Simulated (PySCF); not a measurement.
**Fine-structure interval along the 5-electron series**

Calculated with PySCF 2.14 and a two-component X2C-1e Hamiltonian (Gaussian nucleus, no Breit or QED terms), each ion in its own even-tempered basis scaled to its charge; GMP2 freezes nothing and drops the highest virtual spinors. Values in cm⁻¹.

| ion | configuration | GHF (screened spin-orbit) | GMP2 (screened spin-orbit) | GHF (bare spin-orbit) |
| --- | --- | --- | --- | --- |
| Pd⁴¹⁺ | [He] 2s2 2p1 | 1466400 | 1459600 | 1535600 |
| Cd⁴³⁺ | [He] 2s2 2p1 | 1763100 | 1755400 | 1842900 |

Question: Fill in the row of Ag⁴²⁺.

Answer: configuration: [He] 2s2 2p1; GHF (screened spin-orbit): 1609400; GMP2 (screened spin-orbit): 1602200; GHF (bare spin-orbit): 1683800.
